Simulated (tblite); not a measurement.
H₂BO₃ (SMILES [O]B(O)O), doublet, at a GFN2-xTB geometry; IPEA1-xTB in tblite.

Input for tblite:
```
$ tblite run mol.xyz --method ipea1 --charge 0 --spin 1 --json tblite.json --no-restart

# file mol.xyz
6

O      1.34790420    -0.49857345     0.00923664
B      0.12623520    -0.04669287     0.00086504
O     -0.94645583    -0.91561202    -0.00145748
O     -0.12278728     1.31111211    -0.00586961
H     -1.81315905    -0.50618699    -0.00774958
H     -1.04730568     1.56423828    -0.01185202
```

The log (banner, timings and long lists left out):

```
xTB calculator
 | screened Coulomb repulsion
 | Coulomb electrostatics
 |  * isotropic Klopman-Ohno-Mataga-Nishimoto electrostatics
 |  * onsite third-order electrostatics
 | DFT-D3(BJ) dispersion correction

halogen bonding energy    0.0000000000000E+00 Eh
repulsion energy          1.3127829088829E-01 Eh
dispersion energy        -1.0378769042246E-03 Eh
number of electrons       2.3000000000000E+01 e
integral cutoff           4.0000000000000E+01 bohr

------------------------------------------------------------
  cycle        total energy    energy error   density error
------------------------------------------------------------
      1     -16.59875473611  -1.6728995E+01   5.6482598E-01
      2     -16.75865516013  -1.5990042E-01   3.7146754E-01
      3     -16.64752339212   1.1113177E-01   2.8937616E-01
      4     -16.83761480626  -1.9009141E-01   1.4102044E-01
      5     -16.88625926319  -4.8644457E-02   2.5628789E-02
      6     -16.88681289523  -5.5363203E-04   1.6720364E-02
      7     -16.88742720615  -6.1431092E-04   1.2074877E-02
      8     -16.88771215300  -2.8494686E-04   7.5612067E-03
      9     -16.88788825194  -1.7609894E-04   8.1479089E-04
     10     -16.88789012816  -1.8762122E-06   2.9663672E-04
     11     -16.88789039744  -2.6928030E-07   2.8209492E-05
     12     -16.88789040014  -2.7056259E-09   4.9238577E-06
------------------------------------------------------------

electronic energy        -1.7018130814126E+01 Eh
total energy             -1.6887890400142E+01 Eh

Post processing:
 | Mayer-Wiberg bond orders

[Info] JSON dump of results written to 'tblite.json'
```
